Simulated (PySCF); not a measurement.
Ionisation energy of Xe+ by level of theory

Xe+ [Kr] 4d10 5s2 5p5 (2P) → Xe(2+) [Kr] 4d10 5s2 5p4 (3P), as a difference of total energies. Computed with PySCF 2.14 in aug-cc-pVTZ-PP with ECP28MDF, with a scalar-relativistic core potential. Correlated levels: valence: 4s2 4p6 4d10 frozen. The calculations carry no spin-orbit coupling.

```csv
method,ionisation energy (eV)
UHF,20.076
MP2 (valence),20.811
SCS-MP2 (valence),20.812
CCSD (valence),20.831
CCSD(T) (valence),20.863
```

Q: How much does correlation contribute at CCSD(T) (valence)?

A: 20.863 − (20.076) = 0.787 eV, measured against UHF.

The reference lies between the lowest fine-structure levels, while these numbers refer to the centres of the terms.

Errors of the correlated levels include the incompleteness of this basis and the frozen core.

For comparison: 20.975 eV (semi-empirical (NIST evaluation); NIST Atomic Spectra Database, ionization energies).
